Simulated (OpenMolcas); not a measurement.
**4d5 along the 41-electron sequence**

- Program: OpenMolcas 26.06
- Method: MS-CASPT2, IPEA 0.25 Eh, imaginary shift 0.1 Eh
- Basis: ANO-R3
- Scalar Hamiltonian: X2C, finite nucleus
- Spin-orbit coupling: RASSI with atomic mean-field integrals over the reference wave functions, term energies averaged over their components

Active space for each ion: 5 electrons in 5 orbitals (4d); closed shells correlated by CASPT2: 4s 4p.

Computed levels in cm-1 above 6S 5/2:

```csv
Level,Mo+,Tc2+,Ru3+,Rh4+,Pd5+,Ag6+
4G 5/2,16210,20030,23210,26010,28560,30740
4G 7/2,16300,20180,23450,26370,29100,31580
4G 11/2,16330,20230,23530,26490,29270,31830
4G 9/2,16360,20270,23590,26590,29410,32030
4P 3/2,17920,22460,26060,29190,32020,34480
4P 1/2,18260,22970,26770,30140,33240,36020
4D 7/2,19000,23920,27900,31440,34730,37750
4D 1/2,19360,24500,28760,32660,36340,39860
4D 3/2,19640,24910,29320,33380,37230,40940
weight of 6S in the lowest level (%),99,99,99,99,98,98
```

Mixed levels, with the weight of the term that names them: Mo+ 4P 3/2 (65 %), Mo+ 4D 3/2 (65 %), Tc2+ 4P 3/2 (62 %), Tc2+ 4P 1/2 (74 %), Tc2+ 4D 1/2 (75 %), Tc2+ 4D 3/2 (62 %), Ru3+ 4P 3/2 (59 %), Ru3+ 4P 1/2 (71 %), Ru3+ 4D 1/2 (72 %), Ru3+ 4D 3/2 (59 %), Rh4+ 4P 3/2 (57 %), Rh4+ 4P 1/2 (68 %), Rh4+ 4D 1/2 (69 %), Rh4+ 4D 3/2 (56 %), Pd5+ 4P 3/2 (55 %), Pd5+ 4P 1/2 (66 %), Pd5+ 4D 1/2 (67 %), Pd5+ 4D 3/2 (54 %), Ag6+ 4P 3/2 (53 %), Ag6+ 4P 1/2 (65 %), Ag6+ 4D 1/2 (66 %), Ag6+ 4D 3/2 (53 %).

Measured, with the error of the calculation in %. Measured levels: Mo+ from NIST Handbook of Basic Atomic Spectroscopic Data; Ag6+ from the list in Gamrath, thesis, University of Mons (2023).

| Level | Mo+ | Ag6+ |
| --- | --- | --- |
| 4G 5/2 | 15199 (+6.7) | 29390 (+4.6) |
| 4G 7/2 | 15331 (+6.3) | 30378 (+3.9) |
| 4G 11/2 | 15447 (+5.7) | 30662 (+3.8) |
| 4G 9/2 | 15428 (+6.0) | 30907 (+3.6) |
| 4P 1/2 |  | 34605 (+4.1) |
| 4D 7/2 |  | 36485 (+3.5) |
| 4D 1/2 |  | 38685 (+3.0) |

4G 5/2 changes by a factor of 1.9 over the same range, with steps per unit of Z of +3820, +3180, +2800, +2550, +2180 cm-1.

CASPT2 breaks the degeneracy within a term, and the mean is taken; among the terms shown or strongly mixed into the levels shown the widest spread is 480 cm-1 (4d5 4G, Tc2+). Some high roots are left out of the spin-orbit mixing, which shifts the levels that they would mix with (holds for Mo+). Configurations with an s electron lie low at this charge and mix in, so terms can be misplaced (holds for Mo+). Blocks of more than 70 roots (2S+1 = 2 even) ran without multistate coupling (holds for Tc2+; Ru3+; Rh4+; Pd5+; Ag6+). Levels of configurations with an s electron are missing; early in the row they begin among the upper levels of the d shell and mix with terms of their name (holds for Tc2+). Measured partners are found by configuration, term and J. A level has none where our copy of the source lacks it or the pairing is in doubt (some pairs that miss far off the trend of their configuration count as doubtful), and it then counts in no deviation. Only configurations of the active space appear.
